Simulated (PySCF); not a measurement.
Radial density of Au²⁺ (gold, charge +2)

UHF, [Xe] 4f14 5d8 6p1, one real determinant (an excited configuration). Calculation: PySCF 2.14, in aug-cc-pwCVTZ-PP with ECP60MDF; scalar relativity through the core potential. This is the valence pseudo-density: the core potential removes the inner electrons and smooths the orbitals near the nucleus.

```json
{"r (bohr)": "0.137", "4πr²ρ (e/bohr)": "0.0001102", "4πr²(ρα − ρβ)": "0.0000"}
{"r (bohr)": "0.231", "4πr²ρ (e/bohr)": "0.003412", "4πr²(ρα − ρβ)": "0.0003"}
{"r (bohr)": "0.389", "4πr²ρ (e/bohr)": "0.2522", "4πr²(ρα − ρβ)": "0.0131"}
{"r (bohr)": "0.654", "4πr²ρ (e/bohr)": "7.562", "4πr²(ρα − ρβ)": "0.4206"}
{"r (bohr)": "1.10", "4πr²ρ (e/bohr)": "15.86", "4πr²(ρα − ρβ)": "1.7590"}
{"r (bohr)": "1.85", "4πr²ρ (e/bohr)": "4.324", "4πr²(ρα − ρβ)": "1.0217"}
{"r (bohr)": "3.11", "4πr²ρ (e/bohr)": "0.6152", "4πr²(ρα − ρβ)": "0.4460"}
{"r (bohr)": "5.23", "4πr²ρ (e/bohr)": "0.05407", "4πr²(ρα − ρβ)": "0.0535"}
{"r (bohr)": "8.80", "4πr²ρ (e/bohr)": "7.434e-05", "4πr²(ρα − ρβ)": "0.0001"}
```

⟨L²⟩ = 14.05 against 20 for a pure G term, so this real determinant mixes terms. Energies and moments cover only the electrons outside the core potential. Spin-orbit coupling, absent here, splits the open shell strongly.
